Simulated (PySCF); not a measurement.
Input for PySCF: R-BP86/6-31G* on H4 chain, a point of a bond scan (R = 2.500 Å).

```python
from pyscf import gto, scf, dft, mp
from pyscf.data.elements import chemcore

mol = gto.M(
    atom='''
    H     0.00000000    0.00000000    0.00000000
    H     0.00000000    0.00000000    2.50000000
    H     0.00000000    0.00000000    5.00000000
    H     0.00000000    0.00000000    7.50000000
    ''',
    basis='6-31g*',
    cart=True,
    charge=0, spin=0, verbose=3, max_memory=1800)
mf = dft.RKS(mol, xc='b88,p86')
mf.conv_tol = 1e-8
mf.max_cycle = 100
mf.kernel()
if not mf.converged:
    mf = mf.newton().run(mf.mo_coeff, mf.mo_occ)
```

Program output:

```
converged SCF energy = -1.94389976391568
```

The calculation finished and met its thresholds.

Cost: around 0.6 core-seconds (rough).
